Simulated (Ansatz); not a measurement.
A nudged elastic band was laid between two geometries of C2H7NOSi (12 atoms, charge 0, multiplicity 1).

These are results of UKS LDA/STO-3G in Ansatz 0.2.0, not measurements.

```yaml
movable_images: 7
climbing_image: yes
spring: 5.0 eV/Å²
optimiser: quadratic models (default)
start_path: through a guess of the saddle point
force_threshold: 0.05 eV/Å
iteration_limit: 60
end_points: relaxed
```

First end point:

```xyz
12
Properties=species:S:1:pos:R:3
C -1.417 0.015 0.717
N -0.261 0.525 -0.085
Si 1.424 0.337 0.518
C 0.488 -0.545 -0.848
O 0.571 -0.351 -2.258
H -1.699 0.777 1.468
H -1.217 -0.940 1.251
H -2.285 -0.146 0.049
H 1.609 -0.350 1.786
H 2.202 1.556 0.390
H 0.224 -1.608 -0.652
H 0.436 0.673 -2.303
```

Last end point:

```xyz
12
Properties=species:S:1:pos:R:3
C -1.321 -0.141 0.723
N -0.135 0.191 -0.133
Si 1.659 0.101 0.443
C 0.614 -1.031 -0.825
O 0.659 -0.832 -2.199
H -1.512 0.673 1.448
H -1.080 -1.074 1.263
H -2.221 -0.305 0.100
H 1.496 -0.397 1.804
H 1.813 1.563 0.607
H -0.373 1.020 -0.768
H 0.476 0.176 -2.430
```

Which bonds break or form, and what moves?

Bonds broken: C4–H11. Bonds formed: N2–H11.

Give the energies along the band, and the barrier.

It converged. The highest image is number 6 of 0 to 8, 2.69 eV above the first end and 0.37 eV above the last; the last end lies 2.32 eV above the first. The profile has 2 maxima (images 3, 6) with wells between them (image 5): this band takes more than one step, which may be the mechanism or a detour left from its start path. Neighbouring images differ by up to 1.3 eV, so the band resolves the path poorly. A vibrational analysis at the climbing image gives one clearly imaginary mode, 283i cm⁻¹, and a faint second one (37i cm⁻¹) that may be numerical noise or a soft torsion: probably a first-order saddle point. The orbitals stay closed-shell, which can raise the energy where a bond breaks towards radicals; this wasn't checked here. Limits of this set-up: minimal basis.

```csv
image,path coordinate (Å),energy (eV),C4–H11 (Å),N2–H11 (Å)
0,0.00,0.00,1.11,2.26
1,1.14,0.17,1.11,2.24
2,2.27,1.28,1.08,2.02
3,3.41,2.61,1.51,1.19
4,4.56,2.46,2.64,1.06
5,5.70,2.40,3.13,1.06
6,6.86,2.69,2.57,1.04
7,8.11,2.42,2.36,1.06
8,9.36,2.32,2.28,1.07
```

What is the geometry of the highest image?


```xyz
12
Properties=species:S:1:pos:R:3
C -1.452 -0.255 0.873
N -0.467 0.455 0.044
Si 1.285 0.392 0.324
C 0.891 -1.114 -0.786
O 0.990 -0.864 -2.126
H -1.145 -0.200 1.935
H -1.555 -1.330 0.609
H -2.448 0.221 0.779
H 1.465 0.183 1.751
H 1.806 1.702 -0.093
H -0.848 0.772 -0.873
H 1.555 -0.017 -2.405
```

The band took 31 iterations and roughly 6 core-minutes.

Run time: 6.3 min on 1 thread of Arm Neoverse V2 (shared host), peak memory 0.11 GiB.
